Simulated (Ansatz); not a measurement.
CI2, SMILES I[C]I (connectivity only; charge and spin as stated), neutral, multiplicity 1.

Geometry: B3LYP-D3(BJ)/def2-TZVP. The def2 effective core potentials stand for the cores of I; spin–orbit coupling is left out.

Two levels are set side by side: PBE/def2-SVPD (Ansatz, a program for electronic structure) and ωB97X-V/def2-SVPD (Ansatz). Energy differences of separate SCF runs at the same geometry; the states with an electron removed or added have multiplicity 2 and 2. Differences are taken from unrounded values.

```csv
quantity,ωB97X-V
vertical ionisation energy (eV),8.94
vertical electron affinity (eV),2.21
vertical singlet–triplet gap (eV),0.45
```

**Question.** What does PBE give, and how far is it from ωB97X-V? (The exact figures need the calculation; the answer reports its results.)

**Answer.** 
```csv
quantity,PBE,PBE minus ωB97X-V
vertical ionisation energy (eV),8.58,-0.35
vertical electron affinity (eV),1.91,-0.30
vertical singlet–triplet gap (eV),0.71,0.26
```
